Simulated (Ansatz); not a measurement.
A structure relaxed at PBE0-D4/def2-TZVP, charge 0, multiplicity 1:

```xyz
14

C    -1.942    2.485    1.040
C    -1.758    1.677    0.175
C    -1.550    0.700   -0.881
O    -0.976   -0.511   -0.390
C     0.355   -0.495   -0.275
O     1.081    0.401   -0.603
O     0.728   -1.653    0.252
C     2.134   -1.797    0.426
H    -2.097    3.204    1.810
H    -0.912    1.121   -1.661
H    -2.505    0.405   -1.316
H     2.648   -1.735   -0.534
H     2.274   -2.780    0.869
H     2.520   -1.022    1.088
```

Problem. Give its formula and SMILES.

Solution. C5H6O3, `C#CCOC(=O)OC`.

Problem. Point group (tolerance 0.08 Å, 0.16 Å for H)?

Solution. C1.

Problem. Summarise the bond lengths by kind.

Solution. 2 × C–C 1.199 to 1.453 Å; 6 × C–H 1.064 to 1.092 Å; 5 × C–O 1.200 to 1.427 Å.

Program: Ansatz 0.2.0.
